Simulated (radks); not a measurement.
The potassium anion K-, [Ar] 4s2, held by a Watson sphere: a shell of charge +1 at radius R that stands for the Madelung well of a crystal (potential energy -1/R inside, -1/r outside, in hartree with lengths in bohr). All-electron calculation, scalar-relativistic Kohn-Sham, LB94 model potential, spin-unpolarised, spherical densities, point nucleus. Program: a radial shooting solver on a logarithmic mesh with Libxc functionals. Response by self-consistent Sternheimer equations with the Hartree and adiabatic LDA kernel, the relativistic mass of each level held fixed and spin-orbit coupling left out. The sphere does not respond.

R (bohr)  e(3s) (eV)  e(3p) (eV)  e(4s) (eV)  <r> 4s (bohr)  sum of <r^2> (bohr^2)  X-ray form factor at sin(theta)/lambda = 0.1 1/angstrom  alpha (bohr^3)
2.59         -42.130     -25.878      -6.272          3.988                  56.17                                                   17.152           144.3
2.73         -41.776     -25.528      -6.225          4.019                  56.76                                                   17.138           148.1
3.02         -41.167     -24.922      -6.108          4.093                  58.14                                                   17.107           157.9
3.04         -41.131     -24.886      -6.099          4.099                  58.24                                                   17.105           158.7
3.19         -40.876     -24.630      -6.029          4.141                  59.03                                                   17.089           164.8
3.66         -40.256     -24.007      -5.786          4.281                  61.72                                                   17.041           187.1
